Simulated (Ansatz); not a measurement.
Basis-set extrapolation for `N[Si]([SiH3])(Cl)Cl` (PBE0-D4/def2-TZVP geometry, frozen core, Ansatz). Multiplicity 1, RHF reference.

```
                       def2-TZVPP    def2-QZVPP
                 HF  -1554.442981  -1554.489308
    MP2 correlation     -0.834592     -0.909387
CCSD(T) correlation     -0.937080       not run
```

Energies in hartree. Use E(X) = E(∞) + A·exp(−7.88·√X) for Hartree–Fock and E(X) = E(∞) + B·X^(−2.97) for correlation, with X = 3 and 4, and add CCSD(T) minus MP2 of the smaller set to the MP2 limit.

Q: What is the CCSD(T) energy at the basis-set limit?

A: HF limit: -1554.489308 + (-0.046327) × 0.13774 = -1554.49569. MP2 limit: -0.909387 + (-0.074795) × 0.74074 = -0.96479. Higher-order term: -0.937080 − (-0.834592) = -0.10249. Total: -1555.56297 hartree, 480.2 kJ/mol below CCSD(T)/def2-TZVPP.
